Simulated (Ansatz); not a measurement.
The lowest singlet and triplet of BF (SMILES [B]F); geometries from B3LYP-D3(BJ)/def2-TZVP, each state relaxed from the structure named, with no frequency check.
Singlet (charge 0, multiplicity 1):
```xyz
2

B      0.000     0.000    -0.813
F      0.000     0.000     0.452
```
Triplet (charge 0, multiplicity 3):
```tsv
atom	x (Å)	y (Å)	z (Å)
B	0.0000	0.0000	-0.8452
F	0.0000	0.0000	0.4695
```

A positive gap puts the triplet lower; no zero-point energy. R- takes a restricted singlet. U- takes an unrestricted singlet (broken symmetry where lower, unprojected). The triplet is unrestricted in single-reference levels. Active spaces average the two states.

Cores are frozen in the correlated methods.

Run with Ansatz (Gaussian orbitals). 

```tsv
level	gap E(singlet) − E(triplet), adiabatic (kcal/mol)
R-PBE0/def2-TZVPP	-73.84
R-wB97X-V/def2-TZVPP	-82.06
U-wB97X-V/def2-TZVPP	-82.06
U-wB97M-V/def2-TZVPP	-86.55
R-MP2/cc-pVQZ	-77.77
U-CCSD/cc-pVDZ	-81.93
R-CCSDT(Q)/cc-pVDZ	-82.92
SA-CASSCF(2,3)/cc-pVDZ	?
FIC-NEVPT4(SD) on SA-CASSCF(2,3)/cc-pVQZ	-82.98
```

### Question
Fill in the missing entries.

### Answer

- SA-CASSCF(2,3)/cc-pVDZ, gap E(singlet) − E(triplet), adiabatic (kcal/mol): -79.85

Ansatz is an electronic-structure program.
